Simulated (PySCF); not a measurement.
C3H9N, charge -1, doublet, at the geometry of the source list (a state made from the parent by changing its charge; the spin is typed, not shown lowest) (in this run its highest filled SCF level lies above zero, so its values depend strongly on the basis, on diffuse functions most of all). Base run: PySCF with MP2/3-21G.

Here is a job for PySCF.
```python
from pyscf import gto, scf, mp

mol = gto.M(
    atom='''
C    -1.84920000   -0.01180000    0.24420000
C    -0.45170000   -0.44620000   -0.17220000
N     0.50820000    0.61060000    0.09070000
C     1.86330000    0.24610000   -0.26290000
H    -2.12030000    0.90360000   -0.27380000
H    -2.57180000   -0.78570000   -0.00010000
H    -1.88760000    0.17370000    1.31550000
H    -0.18660000   -1.38970000    0.34160000
H    -0.43000000   -0.64000000   -1.24940000
H     0.46920000    0.85900000    1.07650000
H     2.52560000    1.07800000   -0.03140000
H     1.90260000    0.05650000   -1.33590000
H     2.22840000   -0.65400000    0.25730000
''',
    basis='3-21g',
    charge=-1,
    spin=1,
    verbose=4,
)

mf = scf.UHF(mol)
mf.kernel()

pt = mp.MP2(mf, frozen=4)
pt.kernel()
print('E(MP2) = %.10f' % pt.e_tot)
mf.analyze()
```

Each row names what was changed in the base input (with any setting that the change needs).

```json
[
 {"change": "base", "basis functions": "54", "E (Eh)": "-172.46599", "MP2 correlation (Eh)": "-0.40367", "SCF-reference HOMO (eV)": "6.50", "core-seconds (rough)": "1"},
 {"change": "basis = STO-3G", "basis functions": "29", "E (Eh)": "-170.84086", "MP2 correlation (Eh)": "-0.20168", "SCF-reference HOMO (eV)": "13.63", "core-seconds (rough)": "0.7"},
 {"change": "basis = 6-31G", "basis functions": "54", "E (Eh)": "-173.38756", "MP2 correlation (Eh)": "-0.40421", "SCF-reference HOMO (eV)": "5.44", "core-seconds (rough)": "2"},
 {"change": "basis = pcseg-0", "basis functions": "54", "E (Eh)": "-172.98389", "MP2 correlation (Eh)": "-0.40685", "SCF-reference HOMO (eV)": "5.02", "core-seconds (rough)": "1"},
 {"change": "basis = def2-SV(P)", "basis functions": "74", "E (Eh)": "-173.52090", "MP2 correlation (Eh)": "-0.56587", "SCF-reference HOMO (eV)": "4.48", "core-seconds (rough)": "3"},
 {"change": "basis = 6-31G*", "basis functions": "74", "E (Eh)": "-173.63263", "MP2 correlation (Eh)": "-0.57622", "SCF-reference HOMO (eV)": "5.51", "core-seconds (rough)": "3"},
 {"change": "basis = 6-31+G*", "basis functions": "90", "E (Eh)": "-173.76695", "MP2 correlation (Eh)": "-0.57075", "SCF-reference HOMO (eV)": "2.15", "core-seconds (rough)": "5"},
 {"change": "basis = def2-SVP", "basis functions": "101", "E (Eh)": "-173.61808", "MP2 correlation (Eh)": "-0.63481", "SCF-reference HOMO (eV)": "4.48", "core-seconds (rough)": "9"},
 {"change": "basis = pc-1", "basis functions": "101", "E (Eh)": "-173.71054", "MP2 correlation (Eh)": "-0.63439", "SCF-reference HOMO (eV)": "4.08", "core-seconds (rough)": "7"},
 {"change": "basis = pcseg-1", "basis functions": "101", "E (Eh)": "-173.71255", "MP2 correlation (Eh)": "-0.63499", "SCF-reference HOMO (eV)": "4.03", "core-seconds (rough)": "9"},
 {"change": "basis = cc-pVDZ", "basis functions": "101", "E (Eh)": "-173.75110", "MP2 correlation (Eh)": "-0.63778", "SCF-reference HOMO (eV)": "4.59", "core-seconds (rough)": "9"},
 {"change": "basis = 6-31G**", "basis functions": "101", "E (Eh)": "-173.71022", "MP2 correlation (Eh)": "-0.63706", "SCF-reference HOMO (eV)": "5.51", "core-seconds (rough)": "7"},
 {"change": "basis = 6-311G**", "basis functions": "126", "E (Eh)": "-173.84366", "MP2 correlation (Eh)": "-0.67078", "SCF-reference HOMO (eV)": "3.89", "core-seconds (rough)": "20"}
]
```

Totals compare only among sets that treat the same electrons; sets with core potentials leave the core out.

Open shells are given as the SCF converged; they aren't shown to be the lowest states, and a large step between rows can be another state.
